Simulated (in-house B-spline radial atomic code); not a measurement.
Cd. Computed with a B-spline radial atomic code. Model: non-relativistic spherical atom: semilocal Troullier-Martins pseudo-atom, one channel per l, against all electrons, high spin, G0W0 and RPA with empty states to l = 8, local potential for every l without a channel, a model core (radius 0 = none) keeps its share of the functional.

The core holds an angular momentum without a channel of its own, so the local potential lets valence electrons into it.

Without relativity these are model numbers for so heavy an element.

What the tables leave out is listed at the end.

The pseudopotential gives back the lowest level of each angular momentum of its own functional in the configuration it was made in; a second state of the same l is only approximately right. Exact exchange, RPA and GW see the smooth pseudo-orbitals and miss the exchange with the core, for which the functional's share stands in. The column with an uncorrelated core keeps all orbitals and exact exchange, and so separates missing core correlation from pseudisation. Only the three outermost levels and the lowest empty one were computed. RPA here is direct RPA, with no exchange kernel, and its energies carry an (l + 1/2)⁻⁴ tail. A hybrid on a potential with a model core restores only its own semilocal share of the core's exchange.

Command:
```bash
python run_psgw.py task.json out
```
Settings (lengths in bohr, energies in hartree):
```
Z                      48
electrons              48
configuration          [Kr] 4d10 5s2
generated_in           [Kr] 4d10 5s2
functional             pbe,pbe
core_shells            9
radius_factor          1.3
core_correction        True
ion_configuration      [Kr] 4d10 5s1
```

Time taken, with all properties: 37 s on 1 thread of Intel(R) Xeon(R) Platinum 8488C (Sapphire Rapids), with other jobs on the host.

Given: made with PBE; model core radius 2.3 bohr; local radius 3.206 bohr; mean-field start PBE.

Valence shells of the generating configuration: 5s.

Channel: s 3.172, p 3.4 (radii in bohr).

Computed: largest level miss in the spin-unpolarised generating configuration 0 eV; valence RPA correlation energy all-electron orbitals -0.063581 hartree; valence RPA correlation energy pseudo -0.070218 hartree; ionisation by mean-field all-electron 8.5068 eV; ionisation by mean-field pseudo minus all 0.107 eV; ionisation by RPA all-electron 8.8345 eV; ionisation by RPA pseudo minus all 0.292 eV.

```
level  occupied  mean-field all-electron (eV)  mean-field pseudo minus all (eV)  G0W0 all-electron (eV)  G0W0 uncorrelated core minus all (eV)  G0W0 pseudo minus all (eV)  exchange self-energy all-electron (eV)  exchange self-energy pseudo (eV)
   5s         1                       -5.2787                                 0                 -8.4767                                   0.67                       0.251                                  -10.99                           -8.1404
```

**Question.** What is the all-electron RPA polarisability, core included?

**Answer.** 44.319 bohr³.

**Question.** What is the pseudo-atom RPA polarisability?

**Answer.** 43.836 bohr³.

Given: mean-field start PBE0.

Computed: valence RPA correlation energy all-electron orbitals -0.0546 hartree; all-electron RPA polarisability, core included 39.588 bohr³; pseudo-atom RPA polarisability 42.223 bohr³; ionisation by mean-field pseudo minus all -0.157 eV; ionisation by RPA all-electron 8.6607 eV; ionisation by RPA pseudo minus all -0.241 eV.

```
level  occupied  mean-field all-electron (eV)  mean-field pseudo minus all (eV)  G0W0 all-electron (eV)  G0W0 uncorrelated core minus all (eV)  G0W0 pseudo minus all (eV)  exchange self-energy all-electron (eV)  exchange self-energy pseudo (eV)
   5s         1                       -5.9494                             0.181                  -8.536                                  0.687                       0.531                                 -10.783                           -7.8633
```

**Question.** What is the valence RPA correlation energy pseudo?

**Answer.** -0.060027 hartree.

**Question.** What is the ionisation by mean-field all-electron?

**Answer.** 8.2504 eV.

Among the listed levels the largest G0W0 shift of the pseudo-atom is +0.53 eV, for 5s on the PBE0 start, while leaving the core uncorrelated moves that level by +0.69 eV. The rest, -0.16 eV, comes from pseudisation and the lost core exchange. Not in the tables (levels of low weight, unsolved or above zero; the highest and the empty levels are kept at any weight): on PBE the G0W0 levels 5p (pseudo minus all -0.05 eV, weights 0.88 and 0.90); on PBE0 the G0W0 levels 5p (pseudo minus all -0.05 eV, weights 0.92 and 0.93); no Hartree-Fock pseudo-atom is run with a model core.
